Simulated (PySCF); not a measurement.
# A ladder for the ionisation energy of Sr

Sr [Kr] 5s2 (1S) → Sr⁺ [Kr] 5s1 (2S). Scalar values calculated with PySCF 2.14 in aug-cc-pVQZ-X2C (spin-free X2C; valence: [Kr] frozen). The spin-orbit shift comes from two-component X2C-1e calculations (generalised Hartree-Fock, GHF, and MP2 on its spinors, GMP2) in x2c-QZVPPall-2c: GMP2 gives 5.586 eV without and 5.586 eV with screened spin-orbit coupling, a shift of 0.000 eV (GHF: 0.000 eV). Sums use unrounded values; where a UHF row is shifted, it takes the GHF shift.

```
           method  scalar (eV)
              UHF        4.746
    MP2 (valence)        5.261
SCS-MP2 (valence)        5.364
   CCSD (valence)        5.448
CCSD(T) (valence)        5.448
  CCSDT (valence)        5.448
    FCI (valence)        5.448
              LDA        5.881
              PBE        5.713
             PBE0        5.626
           r2SCAN        5.429
            M06-L        5.763
           M06-2X        5.896
              M06        5.939
```

(1) Form a composite estimate from CCSD(T) (valence) and the spin-orbit shift, and compare it with the reference, 5.695 eV (measured; NIST Atomic Spectra Database, ionization energies).

The errors of the correlated levels include the incompleteness of the basis and the frozen core, so a lower level can come closer by cancellation.

Results:

(1) 5.448 + (0.000) = 5.448 eV, an error of -0.247 eV.
